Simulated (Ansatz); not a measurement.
A nudged elastic band was laid between two geometries of CH6OSn + H2 (11 atoms, charge 0, multiplicity 1).

Computed with UKS PBE/def2-SVP (Ansatz 0.2.0).

| Item | Value |
| --- | --- |
| movable images | 1 |
| climbing image | yes |
| spring | 5.0 eV/Å² |
| optimiser | quadratic models (default) |
| start path | through a guess of the saddle point |
| force threshold | 0.05 eV/Å |
| iteration limit | 60 |
| end points | relaxed |

Image 0:

```xyz
11
Properties=species:S:1:pos:R:3
Sn -0.988 1.535 0.080
O 0.284 -0.041 0.031
C -0.204 -1.309 -0.346
H -1.640 1.737 -1.513
H 0.034 2.828 0.571
H -2.234 1.175 1.230
H 2.494 -0.330 0.574
H 3.225 -0.525 0.734
H -1.003 -1.700 0.333
H -0.610 -1.339 -1.389
H 0.642 -2.031 -0.304
```

Image 2:

```xyz
11
Properties=species:S:1:pos:R:3
Sn -0.608 1.753 0.823
O 1.025 -0.492 -0.659
C 0.293 -1.687 -0.870
H -1.751 0.720 0.049
H 0.354 2.616 -0.313
H -1.494 2.902 1.776
H 1.577 -0.618 0.136
H 0.380 0.849 1.918
H -0.408 -1.930 -0.035
H -0.318 -1.541 -1.784
H 0.951 -2.572 -1.042
```

Q: What changes between the two ends?

A: Bonds broken: Sn1–O2, H7–H8. Bonds formed: Sn1–H8, O2–H7. CH6OSn + H2 becomes CH4O + H4Sn.

Q: Give the energies along the band, and the barrier.

A: It converged. The highest image is number 1 of 0 to 2, 0.052 eV above the first end and 0.298 eV above the last; the last end lies 0.246 eV below the first. The order of the stationary point at the top wasn't checked. A band with more images between the same ends climbed to 1.04 eV, so this one has probably stepped over the top. So few images can step over the top or miss a turn of the path. The orbitals were unrestricted but ended closed-shell.

| image | path coordinate (Å) | energy (eV) | Sn1–O2 (Å) | H7–H8 (Å) | Sn1–H8 (Å) |
| --- | --- | --- | --- | --- | --- |
| 0 | 0.00 | 0.000 | 2.03 | 0.77 | 4.74 |
| 1 | 6.71 | 0.052 | 2.02 | 0.77 | 4.42 |
| 2 | 12.94 | -0.246 | 3.15 | 2.60 | 1.73 |

Q: What is the geometry of the highest image?

A: 
```xyz
11
Properties=species:S:1:pos:R:3
Sn -0.599 1.627 -0.350
O -0.477 -0.351 0.051
C 0.386 -1.174 -0.708
H -1.909 2.154 0.631
H -0.912 1.753 -2.048
H 0.893 2.395 0.091
H 0.194 -0.948 2.221
H 0.528 -1.172 2.882
H 1.254 -1.517 -0.095
H -0.161 -2.082 -1.054
H 0.804 -0.686 -1.621
```

The run took 65 s on 2 threads of AMD EPYC 9R14 (Zen 4) (shared host), peak memory 0.18 GiB.
